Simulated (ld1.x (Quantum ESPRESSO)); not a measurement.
## Scattering properties, ultrasoft potential for Pt

platinum, ultrasoft, made with ld1.x (Quantum ESPRESSO) 7.5 (PBEsol, scalar-relativistic). Core [Kr] 4d10 4f14 5s2, reference 5p6 5d9 6s1 6p0. Waves: 6s (bound): rcut 2.10, rcutus 2.70 bohr; 6s channel at -0.1 Ry: rcut 2.10, rcutus 2.70 bohr; 5p (bound): rcut 1.45, rcutus 1.60 bohr; 6p (bound, empty): rcut 1.45, rcutus 1.60 bohr; 5d (bound): rcut 2.30, rcutus 2.45 bohr; 5d channel at 1.35 Ry: rcut 2.30, rcutus 2.45 bohr. Local part: all-electron potential smoothed inside 2.55 bohr (lloc = -1). Core correction: none. Augmentation charge: PSQ, inside the norm-conserving radii.

The phase is arctan(r·u′/u) with u = r·R(r), unwrapped; energies in Ry, scanned from -6 to 5 Ry. A pole is an energy at which the radial function vanishes at the test radius. The pseudo phase is shifted by a multiple of π to meet the all-electron one at the reference energy, and phase errors are pseudo minus all-electron; the curves can meet again beyond the range given. Levels narrower than the energy grid can be missing from the lists of poles.

Q: For each channel, where are the poles, and over which energies does the pseudopotential scatter like the atom?

A:

```csv
channel,radius (bohr),reference energy (Ry),"poles, all-electron","poles, pseudo",unbroken range about the reference energy with phases within 0.05 rad,phase error 1 Ry above the reference energy (rad)
s,2.97,-0.42,0.78,"0.77, 3.15",below 2.5,-0.000
p,2.97,-0.06,"-4.10, 2.11","-4.10, 2.12",below 4.8,+0.000
d,2.97,-0.45,"-0.25, 4.45","-0.25, 4.35",the whole range,-0.000
```

Phases in the d channel:

| E (Ry) | all-electron | pseudo |
| --- | --- | --- |
| -6.00 | 1.434 | 1.434 |
| -5.48 | 1.428 | 1.427 |
| -4.96 | 1.420 | 1.420 |
| -4.44 | 1.412 | 1.412 |
| -3.92 | 1.401 | 1.401 |
| -3.40 | 1.389 | 1.389 |
| -2.88 | 1.372 | 1.372 |
| -2.36 | 1.350 | 1.350 |
| -1.84 | 1.317 | 1.316 |
| -1.32 | 1.253 | 1.253 |
| -0.80 | 1.002 | 1.002 |
| -0.28 | -1.538 | -1.538 |
| 0.24 | -1.790 | -1.790 |
| 0.76 | -1.940 | -1.941 |
| 1.28 | -2.225 | -2.225 |
| 1.80 | -3.163 | -3.165 |
| 2.32 | -4.170 | -4.175 |
| 2.84 | -4.468 | -4.473 |
| 3.36 | -4.590 | -4.595 |
| 3.88 | -4.659 | -4.666 |
| 4.40 | -4.708 | -4.717 |
| 4.92 | -4.749 | -4.762 |
